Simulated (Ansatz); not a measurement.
A nudged elastic band was laid between two geometries of CH8AlClSi2 (13 atoms, charge 0, multiplicity 1).

Theory: RKS PBE0/6-31G* (Ansatz 0.2.0).

```json
{
  "movable images": "5",
  "climbing image": "yes",
  "spring": "5.0 eV/Å²",
  "optimiser": "quadratic models (default)",
  "start path": "IDPP",
  "force threshold": "0.2 eV/Å",
  "iteration limit": "49",
  "end points": "relaxed"
}
```

First end point:

```xyz
13
Properties=species:S:1:pos:R:3
C -1.219 1.128 1.347
Si -0.302 1.345 -0.291
Si 1.325 -0.330 -0.558
Al 0.421 -2.611 -0.686
Cl 2.468 0.119 -2.262
H -1.978 1.909 1.463
H -0.531 1.198 2.195
H -1.723 0.158 1.398
H 0.358 2.682 -0.353
H -1.263 1.262 -1.432
H 2.263 -0.220 0.605
H 0.721 -3.572 -1.919
H -0.520 -3.103 0.508
```

Last end point:

```xyz
13
Properties=species:S:1:pos:R:3
C -0.954 1.190 1.499
Si -0.025 1.406 -0.132
Si 1.223 -0.521 -0.636
Al -0.119 -2.551 -0.974
Cl 2.409 -0.122 -2.324
H -1.644 0.341 1.457
H -1.538 2.088 1.726
H -0.259 1.022 2.328
H 0.896 2.578 -0.064
H -0.991 1.654 -1.244
H 2.180 -0.731 0.497
H -0.019 -3.421 -2.303
H -1.139 -2.967 0.184
```

(1) What changes between the two ends?

(2) Give the energies along the band, and the barrier.

(3) What is the geometry of the highest image?

The band took 2 iterations and roughly 2.4 core-minutes.

## Answers

(1) No bond is made or broken. The dihedral H8–C1–Si2–Si3 goes from -60 to 61°. The two ends are copies of one structure, up to a mirror image or an exchange of like atoms.

(2) The run converged. The highest image is number 3 of 0 to 6, 0.058 eV above the ends, which have the same energy within 2 meV. The threshold of 0.2 eV/Å is loose, so the images may lie well off the minimum-energy path. Another band between the same ends (5 images) ends at a top of the same energy, where a vibrational analysis finds 1 clearly imaginary mode.

```tsv
image	path coordinate (Å)	energy (eV)	dihedral H8–C1–Si2–Si3 (°)
0	0.00	0.000	-60
1	0.60	0.014	-40
2	1.19	0.043	-20
3	1.79	0.058	0
4	2.39	0.043	21
5	2.99	0.014	41
6	3.59	0.000	61
```

(3) 
```xyz
13
Properties=species:S:1:pos:R:3
C -0.986 1.186 1.493
Si -0.049 1.399 -0.140
Si 1.240 -0.505 -0.630
Al -0.063 -2.561 -0.967
Cl 2.424 -0.095 -2.314
H -2.068 1.259 1.337
H -0.699 1.967 2.207
H -0.788 0.221 1.972
H 0.849 2.590 -0.087
H -1.010 1.616 -1.263
H 2.189 -0.691 0.514
H 0.054 -3.425 -2.299
H -1.073 -2.997 0.192
```

Run time: 74 s on 2 threads of Intel(R) Xeon(R) CPU @ 2.80GHz (Skylake/Cascade Lake), with other jobs on the host, peak memory 0.28 GiB.
